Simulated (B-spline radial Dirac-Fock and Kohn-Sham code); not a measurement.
# Scattering functions of Tb⁵⁰⁺

System: Tb⁵⁰⁺, [Ne] 3s2 3p3.

The run's input, task.json:

```json
{"items": [{
  "Z": 65,
  "q": 50,
  "cfg": [[1, 0, 2], [2, 0, 2], [2, 1, 6], [3, 0, 2], [3, 1, 3]],
  "A": 159,
  "rrms": 5.06,
  "do": ["scatter"],
  "s": [0.0, 0.05, 0.1, 0.15, 0.2, 0.25, 0.3, 0.35, 0.4, 0.45, 0.5, 0.6, 0.7, 0.8, 0.9, 1.0, 1.1, 1.2, 1.4, 1.6, 1.8, 2.0, 2.5, 3.0, 3.5, 4.0, 5.0, 6.0],
  "pz": [0, 0.1, 0.2, 0.3, 0.4, 0.5, 0.6, 0.8, 1.0, 1.2, 1.4, 1.6, 1.8, 2.0, 2.5, 3.0, 4.0, 5.0, 7.0, 10.0, 15.0, 20.0, 30.0, 40.0, 60.0, 100.0],
  "hv_scatter": [2000, 5000, 8047.8, 10000, 20000, 200000, 500000, 1000000]
}]}
```

Run with: `python xray_run.py task.json out`

Calculated with a radial B-spline solver, using Dirac-Fock orbitals of the configuration average with a finite nucleus. f₀ is the Fourier transform of the spherical electron density, S the Waller-Hartree incoherent function, and s = sin θ/λ.

```
s (Å⁻¹)      f₀       S
      0  15.000   0.000
   0.05  14.994   0.008
    0.1  14.976   0.031
   0.15  14.945   0.069
    0.2  14.903   0.122
   0.25  14.848   0.189
    0.3  14.782   0.270
   0.35  14.705   0.365
    0.4  14.617   0.473
   0.45  14.518   0.592
    0.5  14.409   0.723
    0.6  14.163   1.016
    0.7  13.881   1.342
    0.8  13.569   1.696
    0.9  13.232   2.070
      1  12.874   2.455
    1.1  12.500   2.846
    1.2  12.115   3.237
    1.4  11.331   3.997
    1.6  10.555   4.708
    1.8   9.813   5.354
      2   9.124   5.933
    2.5   7.684   7.129
      3   6.630   8.082
    3.5   5.841   8.899
      4   5.196   9.626
      5   4.077  10.854
      6   3.127  11.793
```

f₀ starts at the number of electrons, 15, and has fallen to half at s ≈ 2.59 Å⁻¹. The sum of ⟨r²⟩ over the electrons is 0.3326 bohr².
